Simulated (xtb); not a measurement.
C4H9NSi, SMILES C1(=CCC1)[SiH2]N. All values are semi-empirical tight-binding results from xtb (GFN2-xTB unless named), good for trends rather than for accurate numbers. Geometry optimised at GFN2-xTB. The structure was generated by enumeration, and PubChem lists no compound with its InChIKey, so it may never have been made. One conformer was computed; it need not be the lowest.

Optimised geometry:

Bonds (Å): N1–Si2 1.724, N1–H7 1.007, N1–H8 1.007, Si2–C3 1.868, Si2–H9 1.466, Si2–H10 1.477, C3–C4 1.338, C3–C6 1.514, C4–C5 1.499, C4–H11 1.076, C5–C6 1.548, C5–H12 1.090, C5–H13 1.090, C6–H14 1.089, C6–H15 1.089. Angles (°): Si2–N1–H7 118.7, Si2–N1–H8 118.6, H7–N1–H8 109.8, N1–Si2–C3 105.9, N1–Si2–H9 105.4, N1–Si2–H10 115.7, C3–Si2–H9 112.4, C3–Si2–H10 108.2, H9–Si2–H10 109.2, Si2–C3–C4 136.5, Si2–C3–C6 130.7, C4–C3–C6 92.8, C3–C4–C5 95.1, C3–C4–H11 133.8, C5–C4–H11 131.1, C4–C5–C6 85.6, C4–C5–H12 115.6, C4–C5–H13 115.5, C6–C5–H12 115.0, C6–C5–H13 115.0, H12–C5–H13 108.9, C3–C6–C5 86.5, C3–C6–H14 115.1, C3–C6–H15 114.9, C5–C6–H14 115.0, C5–C6–H15 115.0, H14–C6–H15 109.1.
Charge 0, spin multiplicity 1.

```
Property                                              Result
---------------------------------------------  -------------
orbital gap                                          4.36 eV
dipole moment                                         1.01 D
zero-point energy                              73.5 kcal/mol
G − E(el) at 298.15 K (modified RRHO)          53.5 kcal/mol
static polarisability (D4 model)                  82.3 bohr³
solvation energy, GFN2-xTB/ALPB(water)         -2.0 kcal/mol
solvation energy, GFN2-xTB/ALPB(acetonitrile)  -4.5 kcal/mol
```

Computed atomic charges and the Wiberg bond orders between heavy atoms:
charges (e) N1 -0.41, Si2 0.46, C3 -0.11, C4 -0.04, C5 -0.05, C6 -0.06, H7 0.15, H8 0.14, H9 -0.10, H10 -0.11, H11 0.01, H12 0.03, H13 0.03, H14 0.03, H15 0.03. Bond orders N1–Si2 1.14, Si2–C3 0.89, C3–C4 1.88, C4–C5 1.03, C3–C6 1.02, C5–C6 1.00.
